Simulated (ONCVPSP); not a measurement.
# Which change was made? (Sr, ONCV)

- Element: strontium (Sr)
- Generator: ONCVPSP 4.0.1
- Type: optimised norm-conserving Vanderbilt (ONCV)
- Functional: BLYP
- Relativity: scalar-relativistic
- Frozen core: [Ar] 3d10
- Valence charge: 10
- Reference configuration: 4s2 4p6 5s2
- Partial waves: 4s+5s: rc 2.20 bohr, ncon 4, nbas 7, qcut 5.3 1/bohr, 2 projectors; 4p: rc 2.15 bohr, ncon 4, nbas 8, qcut 8.2 1/bohr, 2 projectors, debl 0.3 Ha; d scattering state at 0.05 Ha: rc 2.15 bohr, ncon 4, nbas 7, qcut 4.6 1/bohr, local
- Local potential: the d channel
- Core correction: none

In the p channel the program set the typed energies aside and used -0.828, 0.250 Ha.

Cutoffs, loose and tight: the cutoffs (Ha) at which the residual kinetic energy of the hardest occupied pseudo-wave falls to 1 and 0.1 mHa per electron. They do not see the model core or the augmentation charge, which bear on the density cutoff. Test errors are all-electron minus pseudo excitation energies from the reference, over the configurations 4s2 4p6 5s1; 4s2 4p6 5s0; 4s2 4p6 5s1.5; 4s2 4p6 5s0 5p1; variants that change the core or the reference have their own tests.

The base gives: outcome: generated, projector energies reset by the program; cutoff, loose: 13 Ha; cutoff, tight: 19 Ha; bound ghosts: none; GHOST(+) flags above zero: s; largest test error (meV): -1.6.

(1) After one change the result is: outcome: generated; cutoff, loose: 13 Ha; cutoff, tight: 19 Ha; bound ghosts: none; GHOST(+) flags above zero: s, p; largest test error (meV): +4.3. Which change was it?
A. p: debl 2.05
B. p: debl 0.85
C. p: debl 1.3
D. p: debl 4.4

Answers

(1) C. The others give: p: debl 4.4 → outcome: generated; cutoff, loose: 13 Ha; cutoff, tight: 19 Ha; bound ghosts: none; GHOST(+) flags above zero: s; largest test error (meV): -14 | p: debl 0.85 → outcome: generated; cutoff, loose: 13 Ha; cutoff, tight: 19 Ha; bound ghosts: none; GHOST(+) flags above zero: s; largest test error (meV): -1.7 | p: debl 2.05 → outcome: generated; cutoff, loose: 13 Ha; cutoff, tight: 19 Ha; bound ghosts: none; GHOST(+) flags above zero: s, p; largest test error (meV): -7.9.
